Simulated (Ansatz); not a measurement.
`Cl[SiH2]BBr` → `BBr` + `[SiH]Cl` at 298.15 K and 1 bar (silylene formation by 1,1-elimination).

Calculated with Ansatz (gas phase, PBE0-D4/def2-TZVP geometries, no zero-point term in ΔE). CCSD(T)/CBS adds triple-zeta CCSD(T) − MP2 to the extrapolated MP2 energy (def2 sets, frozen cores). This one scheme is used for every species. For Br outer-core shells are correlated without core-valence functions, which leaves a few kJ/mol of doubt a bond. Scalar relativity is left out up to krypton. One conformer a species, not always the lowest.

| species | CCSD(T)/CBS energy (Eh) | H − E (kJ/mol) | S (J/(mol·K)) |
| --- | --- | --- | --- |
| `Cl[SiH2]BBr` | -3348.83281 | 101.9 | 352.6 |
| `BBr` | -2599.32470 | 64.6 | 245.8 |
| `[SiH]Cl` | -749.43948 | 30.7 | 251.4 |

H − E and S are ideal-gas, rigid-rotor, harmonic terms from PBE0-D4/def2-TZVP, for one conformer and one mirror image of each species. 1 Eh = 2625.50 kJ/mol, R = 8.31446 J/(mol·K).

Question: By hand: ΔE, ΔH, ΔS and ΔG.

Answer: ΔE = (-2599.32470) + (-749.43948) − (-3348.83281) = 0.06863 Eh = 180.2 kJ/mol. Δ(H − E) = 64.6 + 30.7 − 101.9 = -6.6, so ΔH = 173.6 kJ/mol. ΔS = 245.8 + 251.4 − 352.6 = 144.6 J/(mol·K). ΔG = 173.6 − 298.15 × (144.6)/1000 = 130.5 kJ/mol.

Question: By hand: the equilibrium constant, and the temperature at which ΔG would vanish if ΔH and ΔS stayed fixed.

Answer: log₁₀ K = −ΔG/(RT ln 10) = -22.9. ΔG = 0 at ΔH/ΔS = 1201 K.

The number of gas molecules changes by +1, which sets the sign of ΔS. A doubt of 5 kJ/mol in ΔE shifts log₁₀ K by 0.9 here. Other conformers and mirror images would add mixing entropy, several J/(mol·K) or more a flexible species. Modes under 60 cm⁻¹, often nearly free rotors, make the harmonic entropy too high. These are equilibria of isolated gas molecules and say nothing of rates. Largest T1 diagnostic: 0.013 (customary marks: 0.02 for closed shells, 0.045 for open ones).
